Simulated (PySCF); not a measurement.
Labels have come off several samples. The candidates:

A. SMILES F[C@@H]1[C@@H](C)[C@@H](C(=O)Cl)C1
B. SMILES COCOC(=O)OCOC
C. SMILES CNN([SiH3])c1cccc(F)c1

Spectrum 1. 13C{1H} NMR (computed): δ 173.5 (C), 155.2 (C), 136.5 (CH), 113.7 (CH), 110.2 (CH), 102.8 (CH), 39.4 (CH3).

Spectrum 2. 13C{1H} NMR (computed): δ 157.7 (C), 99.1 (CH2), 59.6 (CH3).

Spectrum 3. 13C{1H} NMR (computed): δ 188.0 (C), 93.6 (CH), 47.6 (CH), 45.1 (CH), 32.0 (CH2), 17.0 (CH3).

[PySCF 2.14: GFN2-xTB geometry; σ from GIAO-PBE0/pcSseg-1; relativity neglected; one conformer; no solvent; fast rotation and ring inversion assumed for equivalent nuclei]

Chemical shifts δ = σref − σ; TMS for 13C (σref 186.93), all at this level. Splittings of carbon signals by F and P are missing where no couplings were computed. Shifts are as computed. Against solution values, carbons near 30 ppm lie about +3 ppm off and those near 130 ppm about +5 ppm; carbons on Cl a further +6 ppm. Of 1211 compounds with measured shifts, 218 miss one by over three times the rms of a fit or turn the order of signals round; such compounds aren't used in these exercises. Carbons bonded to Cl come out too deshielded.

Match each spectrum to its structure.

## Answers

1–C, 2–B, 3–A.

- Spectrum 1 (C): 7 13C signals; δC 173.5 is an aromatic carbon bearing fluorine; δC 155.2 is an aromatic carbon bearing nitrogen.
- Spectrum 2 (B): 3 13C signals; δC 157.7 is a carbonate carbon; δC 99.1 is an sp3 carbon bearing two oxygens.
- Spectrum 3 (A): 6 13C signals; δC 93.6 is an sp3 CH bonded to F; δC 47.6 is an sp3 CH α to a carbonyl.
